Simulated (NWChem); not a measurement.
**Atomisation of H6B2**

SMILES: B.B
```xyz
8

B      0.0000     0.0000    -0.8885
B      0.0000     0.0000     0.8885
H      0.0000     0.9883     0.0000
H      1.0494     0.0000    -1.4735
H     -1.0494     0.0000    -1.4735
H      0.0000    -0.9883     0.0000
H      1.0494     0.0000     1.4735
H     -1.0494     0.0000     1.4735
```
Charge 0, spin multiplicity 1.

Program: NWChem. Structure: optimised with B3LYP/def2-SVP, a minimum by its harmonic frequencies.

Basis set: def2-TZVP. The atomisation energy is electronic alone: no zero-point, thermal, spin-orbit or counterpoise terms. No value is extrapolated to the basis-set limit. Free atoms are single determinants with multiplicities B 2, H 2. Correlated methods freeze the same cores in atoms and molecule, 2 orbitals in all.

| method | atomisation energy (kcal/mol) |
|---|---|
| HF | 483.7 |
| LDA (SVWN5) | 673.8 |
| PBE0 | 606.7 |
| PBE | 607.8 |
| B3LYP | 608.3 |
| M06-2X | 608.4 |
| MP2 | 584.4 |
| CAM-B3LYP | 611.8 |
| LC-wPBE (omega 0.3 per bohr) | 607.0 |
| CCSD(T) | 587.3 |

The values span 190.1 kcal/mol, from HF (lowest) to LDA (SVWN5) (highest). 

B3LYP has NWChem's definition, with VWN1-RPA local correlation. The structure started from a generated list of species. No SCF solution was tested for a lower state. Open-shell Hartree-Fock references start from PBE0 orbitals. Coupled-cluster values serve here as a point of comparison, not as the truth.
